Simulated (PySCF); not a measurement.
CH₃FMoS₂, SMILES [CH3][Mo]([F])(=[S])=[S], multiplicity 1. Atoms are numbered in the order given.

```xyz
8

Mo     0.0923    -0.1963     0.0000
S     -0.0354     1.0095    -1.7081
S     -0.0354     1.0095     1.7081
F      1.5037    -1.3748     0.0000
C     -1.7081    -1.2323     0.0000
H     -2.5867    -0.5719     0.0000
H     -1.7201    -1.8602     0.9071
H     -1.7201    -1.8602    -0.9071
```

Geometry optimised at PBE0-D3(BJ)/def2-SVP. The multiplicity is an assumed one; no other spin state was optimised. The structure was generated by enumeration; whether it is a known compound was not checked. The def2 effective core potentials stand for the cores of Mo; spin–orbit coupling is left out.

Method: TDDFT-M06-2X/def2-SVPD in PySCF 2.14.0.

Vertical excitations.  State labels are in the subgroup Cs.

| state | symmetry | energy (eV) | λ (nm) | f | main pairs |
|---|---|---|---|---|---|
| S1 | A' | 2.48 | 500 | 0.001 | HOMO→LUMO+1 95 % |
| S2 | A" | 2.77 | 447 | 0.008 | HOMO→LUMO 85 % |
| S3 | A' | 3.37 | 368 | 0.004 | HOMO−1→LUMO 91 % |
| S4 | A" | 3.50 | 354 | 0.004 | HOMO−2→LUMO 79 %, HOMO−3→LUMO+1 12 % |
| S5 | A" | 3.82 | 325 | 0.010 | HOMO−1→LUMO+1 60 %, HOMO→LUMO+2 31 % |
| S6 | A' | 3.90 | 318 | 0.003 | HOMO−3→LUMO 42 %, HOMO−2→LUMO+1 36 %, HOMO−4→LUMO 8 %, HOMO→LUMO+3 6 % |
| S7 | A" | 4.01 | 310 | 0.001 | HOMO−3→LUMO+1 59 %, HOMO−2→LUMO 14 % |
| S8 | A' | 4.20 | 295 | 0.001 | HOMO−4→LUMO 49 %, HOMO→LUMO+3 26 %, HOMO−3→LUMO 21 % |
| S9 | A' | 4.24 | 292 | 0.003 | HOMO→LUMO+3 49 %, HOMO−4→LUMO 28 %, HOMO−6→LUMO 12 % |
| S10 | A" | 4.48 | 277 | 0.008 | HOMO−5→LUMO 55 %, HOMO−6→LUMO+1 20 % |
| T1 | A" | 2.30 | 539 | 0 | HOMO→LUMO 92 % |
| T2 | A' | 2.31 | 537 | 0 | HOMO→LUMO+1 94 % |
| T3 | A' | 2.80 | 442 | 0 | HOMO−2→LUMO+1 53 %, HOMO−1→LUMO 33 % |
| T4 | A" | 2.87 | 432 | 0 | HOMO−1→LUMO+1 66 %, HOMO−2→LUMO 25 % |
Triplets are in the Tamm–Dancoff approximation, which puts them higher than full response would, so one can lie above its singlet here.
